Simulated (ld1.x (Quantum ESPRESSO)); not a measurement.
## Configuration tests for molybdenum (TM)

molybdenum (Mo), norm-conserving Troullier–Martins (Kleinman–Bylander form), made with ld1.x (Quantum ESPRESSO) 7.5 (PBE, scalar-relativistic). Core [Ar] 3d10, reference 4s2 4p6 4d4 5s2 5p0. Waves: 4p (bound): rc 1.95 bohr; 4d (bound): rc 1.80 bohr; 4f channel at 0.2 Ry: rc 2.05 bohr; 4s (bound): rc 1.40 bohr. Local part: the s channel. Core correction: none.

Occupied shells without a wave of their own: 5s. They enter only through the test configuration that unscreens the potential.

Energies are relative to the spin-unpolarised reference configuration 4s2 4p6 4d4 5s2 5p0; without spin polarisation the order of configurations can differ from experiment.

```csv
valence configuration,charge,ΔE all-electron (eV),error AE − PS (meV)
4s2 4p6 4d5 5s0 5p0,+1,6.691,-547
4s2 4p6 4d5 5s0 5p1,0,2.942,-366
4s2 4p6 4d6 5s0 5p0,0,0.564,-339
4s2 4p6 4d2 5s0 5p0,+4,88.401,-1563
4s1 4p6 4d5 5s1 5p0,+1,70.001,-397
```

Q: What are ΔE and the potential's error for 4s2 4p6 4d4 5s0 5p0?

A: ΔE = 22.153 eV all-electron; the error (AE − PS) is -845 meV.

Q: What are ΔE and the potential's error for 4s2 4p6 4d5 5s1 5p0?

A: ΔE = -0.199 eV all-electron; the error (AE − PS) is -205 meV.

The 5s level has no wave, so the channel is fitted at the deeper level alone: the likely source of the large errors.
